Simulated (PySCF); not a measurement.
Computed IR spectrum (relative IR intensity) of a molecule C4H8Si. Geometry: PBE-D3(BJ)/def2-SVP. The values are those of a single conformer. Computed with PySCF with PBE-D3(BJ)/def2-SVP. Frequencies are harmonic and unscaled.

Lines under 2 % of the strongest are left out, and lines within 2 cm⁻¹ are merged.

```json
[
 {"ν (cm⁻¹)": "484", "relative intensity": "7.1"},
 {"ν (cm⁻¹)": "560", "relative intensity": "2.3"},
 {"ν (cm⁻¹)": "595", "relative intensity": "7.1"},
 {"ν (cm⁻¹)": "662", "relative intensity": "15"},
 {"ν (cm⁻¹)": "793", "relative intensity": "18"},
 {"ν (cm⁻¹)": "884", "relative intensity": "100"},
 {"ν (cm⁻¹)": "899", "relative intensity": "13"},
 {"ν (cm⁻¹)": "916", "relative intensity": "2.2"},
 {"ν (cm⁻¹)": "919", "relative intensity": "27"},
 {"ν (cm⁻¹)": "1403", "relative intensity": "3.7"},
 {"ν (cm⁻¹)": "2003", "relative intensity": "50"},
 {"ν (cm⁻¹)": "2146", "relative intensity": "82"},
 {"ν (cm⁻¹)": "2189", "relative intensity": "30"},
 {"ν (cm⁻¹)": "2959", "relative intensity": "10"},
 {"ν (cm⁻¹)": "3034", "relative intensity": "3.4"},
 {"ν (cm⁻¹)": "3072", "relative intensity": "3.2"}
]
```

Question: Identify the compound among the candidates.
A. C#C[SiH](C)C
B. C#C[C@H](C)[SiH3]
C. C=C=C(C)[SiH3]
D. CC1=CC[SiH2]1

Answer: C, C=C=C(C)[SiH3]
